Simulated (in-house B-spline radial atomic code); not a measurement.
RPA and G0W0 on HSE06: N⁴⁺

Configuration [He] 2s1, highest spin, mean-field start HSE06. Computed with an all-electron radial atomic-structure program (B-spline basis): all electrons, scalar-relativistic (spin-free one-electron X2C), finite nucleus, each spin shell either full or empty, empty states to l = 9 with an (l + 1/2)⁻⁴ tail; G0W0 by contour deformation at full frequency.

RPA overbinds a lone outer s electron by self-correlation, and G0W0 tends to as well.

Command:
```bash
python run_gw.py task.json out
```
Settings (radii: box in bohr, nucleus in fm):
```
Z                        7
electrons                3
configuration            [He] 2s1
hamiltonian              x2c
method                   hse06
lmax                     9
rms_radius               2.5582
spin_polarised           True
box_radius               11.96
intervals                70
ion_configuration        1s2
```

Run time, properties included: 2.6 s on 1 thread of Arm Neoverse N1, on a shared host.

Energies (hartree):

| term | value |
| --- | --- |
| mean-field total | -48.37007 |
| Hartree-Fock functional on these orbitals | -48.35410 |
| direct second order | -0.15306 |
| second-order exchange | 0.10183 |
| SOSEX correction | 0.088119 |

Question: What is the RPA correlation energy, and what remains with SOSEX?

Answer: RPA gives -0.13703 hartree (-1.24 eV per electron); RPA + SOSEX gives -0.048912, and the second-order doubles -0.051227 hartree (no singles). SOSEX takes back 64 % of the RPA value.

Quasi-particle levels (eV):

| level | occupied | mean field | Σx - vxc | Σc | QP weight | G0W0 |
| --- | --- | --- | --- | --- | --- | --- |
| 2s up | yes | -91.33 | -6.46 | ? | ? | ? |
| 1s down | yes | -488.96 | -31.02 | 3.37 | 0.934 | -516.61 |
| 1s up | yes | -490.73 | -32.23 | 3.58 | 0.907 | -519.37 |
| 2s down | no | -80.24 | 5.86 | -2.97 | 0.917 | -77.35 |

G0W0 = mean field + (Σx - vxc) + Σc, with Σc (partial-wave tail included) taken at the quasi-particle energy.

Question: Where does G0W0 put 2s up?

Answer: At -99.34 eV, with Σc = -1.55 eV and a quasi-particle weight of 0.962. The tabulated removal energy is 97.890 eV (NIST, measured).

Question: What does it cost to remove one electron (to 1s2) by differences of total energies, each species on its own start (correlation terms add to the Hartree-Fock functional)?

Answer: HSE06 98.32 eV, Hartree-Fock functional 97.76 eV, + RPA 99.06 eV, + RPA + SOSEX 97.88 eV, + second order 97.89 eV. Tabulated: 97.890 eV (NIST, measured).
